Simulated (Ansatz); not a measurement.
A series at Ge: from `[SH][GeH3]`, ligands are replaced one by one, each step taking up HCl and setting free H₂; n counts the steps. Ansatz, PBE0-D4/def2-TZVP geometries. Each molecule was computed in one conformer, which needn't be the lowest.

```json
{"n": "0", "molecule": "`[SH][GeH3]`", "HOMO energy, ωB97M-V/def2-TZVPP (eV)": "?"}
{"n": "1", "molecule": "`[SH][GeH2][Cl]`", "HOMO energy, ωB97M-V/def2-TZVPP (eV)": "-10.02"}
{"n": "2", "molecule": "`[SH][GeH]([Cl])[Cl]`", "HOMO energy, ωB97M-V/def2-TZVPP (eV)": "-10.31"}
{"n": "3", "molecule": "`[SH][Ge]([Cl])([Cl])[Cl]`", "HOMO energy, ωB97M-V/def2-TZVPP (eV)": "-10.57"}
```

By hand: fit a straight line y = ȳ + b (n − n̄) to the 3 given rows and predict n = 0.

n̄ = 2.000, ȳ = -10.300; Σ(n − n̄)(y − ȳ) = -0.550, Σ(n − n̄)² = 2.000, so b = -0.275 eV a step. Prediction: -10.300 + (-0.275) × (-2.000) = -9.75 eV.

By hand: compare with the computed value, -9.51 eV, and give the steps along the whole series.

The line misses by 0.24 eV (computed minus predicted). Steps: -0.51, -0.29, -0.26 eV.

The steps shrink at each stage, from -0.51 to -0.26 eV, so the series is curved and an end member is harder to predict than an inner one. The highest orbital can change its character along such a series. The miss is 22.6 % of the series' range.
